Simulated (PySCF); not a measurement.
Vertical excitation energies

C7H14Si2.
SMILES: `C1(CCC)[SiH2]C=C[SiH2]C=1`

Theory: TDDFT CAM-B3LYP/def2-SVPD, vertical, gas phase, core orbitals frozen in the response (PySCF 2.14.0, density-fitted response routines). The structure is a single PBE0-D3(BJ)/def2-SVP conformer in the gas phase; no vibrational or solvent corrections. Torsions of this conformer, `[CH3:1][CH2:2][CH2:3][C:4]1=[CH:5][SiH2:6][CH:7]=[CH:8][SiH2:9]1`: C1–C2–C3–C4 61°, C2–C3–C4–C5 -122°.

```tsv
state	E (eV)	λ (nm)	ν̃ (cm⁻¹)	f	main configurations (H = HOMO, L = LUMO)
S1	5.76	215.2	46480	0.0005	H-2→L (64%), H-1→L (18%), H-3→L+1 (10%)
S2	6.00	206.7	48380	0.0028	H-2→L+1 (65%), H-1→L+1 (16%), H-3→L (13%)
S3	6.18	200.7	49810	0.043	H→L+1 (50%), H-1→L (24%), H→L (10%)
S4	6.38	194.4	51440	0.108	H→L (79%), H→L+1 (19%)
S5	6.75	183.8	54420	0.249	H-1→L (47%), H→L+1 (20%), H-2→L (11%)
S6	7.04	176.2	56740	0.0027	H→L+2 (82%)
S7	7.07	175.3	57040	0.444	H-1→L+1 (63%), H-2→L+1 (15%)
S8	7.26	170.8	58550	0.0042	H-1→L+2 (35%), H-4→L+1 (15%), H-3→L (12%)
S9	7.28	170.3	58710	0.0087	H-4→L+1 (31%), H-1→L+2 (22%), H-4→L (18%)
S10	7.31	169.6	58960	0.0070	H-3→L (53%), H-2→L+1 (8%)
```

Triplets, Tamm–Dancoff:

```tsv
state	E (eV)	λ (nm)	main configurations (H = HOMO, L = LUMO)
T1	3.97	312.6	H→L+1 (48%), H→L (30%), H-1→L+1 (9%)
T2	4.03	307.6	H-1→L (52%), H-1→L+1 (15%), H-2→L (11%)
T3	5.28	234.9	H-2→L (58%), H-1→L (13%), H-3→L (12%)
T4	5.43	228.3	H-2→L+1 (57%), H-3→L (15%), H-1→L+1 (14%)
```

The lowest singlet lies at 5.76 eV (215 nm, ultraviolet) and is very weak; its leading configuration is HOMO-2→LUMO (64%). The most intense listed level is S7 at 7.07 eV (175 nm, f = 0.444), 1.31 eV above S1. Löwdin shares by element: HOMO carbon 54% or more, silicon 14% (atoms not listed hold the other 33%); LUMO carbon 43% or more, silicon 18% (atoms not listed hold the other 40%). The listed states span 1.55 eV, and the widest gap between neighbours is 0.37 eV (S4 to S5). The oscillator strengths of these states sum to 0.869; summed over the whole spectrum of an exact calculation they would give the number of electrons, 84 (Thomas–Reiche–Kuhn). Of the 10 states listed, 4 reach f = 0.01 and none stays under 0.0005. The vertical ionisation energy (ΔSCF) is 9.29 eV, 1.98 eV above S10. The window holds the lowest 10 singlets.

On one thread, Arm Neoverse N1 (aarch64), no GPU, shared host with 64 logical CPUs at a one-minute load of 62, this took 23 min of wall time and 1.8 GiB of memory at its peak.
